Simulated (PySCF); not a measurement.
Vertical excitations of a molecule C₄H₉FO from TDDFT-ωB97X/def2-SVPD in PySCF 2.14.0, as energy in eV (oscillator strength): 7.71 (0.037), 8.76 (0.032), 8.78 (0.016), 9.25 (0.053), 9.41 (0.049), 9.55 (0.015), 9.66 (0.019), 9.79 (0.018), 9.81 (0.018), 10.08 (0.001). Lowest triplet (TDA): 7.60 eV. Coordinates come from a PBE-D3(BJ)/def2-SVP optimisation. The values are those of a single conformer.

Q: Which molecule gave these data?
A) COC[C@H](C)F
B) CC(C)(F)CO
C) COC(C)(C)F
D) C[C@H](O)[C@H](C)F

A: A, COC[C@H](C)F
